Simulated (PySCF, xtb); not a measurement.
C₇H₇, SMILES c1cccc([CH2])c1, multiplicity 2.

Harmonic wavenumbers (cm⁻¹) from GFN2-xTB (xtb) at its own minimum, in rising order: 174, 349, 356, 436, 502, 521, 584, 640, 731, 756, 837, 841, 868, 921, 921, 949, 964, 1070, 1124, 1178, 1190, 1282, 1324, 1342, 1425, 1427, 1482, 1525, 1569, 3069, 3069, 3082, 3083, 3094, 3117, 3152.

Problem. What does ωB97X-D3(BJ)/def2-SVP in PySCF give at its own minimum? (An estimate is asked for; the answer gives what the named calculation found.)

Solution. 205, 362, 397, 488, 508, 535, 629, 697, 713, 792, 846, 854, 932, 972, 1001, 1013, 1030, 1054, 1121, 1163, 1178, 1289, 1337, 1349, 1483, 1494, 1516, 1633, 1646, 3177, 3203, 3206, 3217, 3223, 3234, 3291. Paired by order, the mean absolute difference is 55 cm⁻¹ and the zero-point energies are 70.0 and 72.6 kcal/mol.
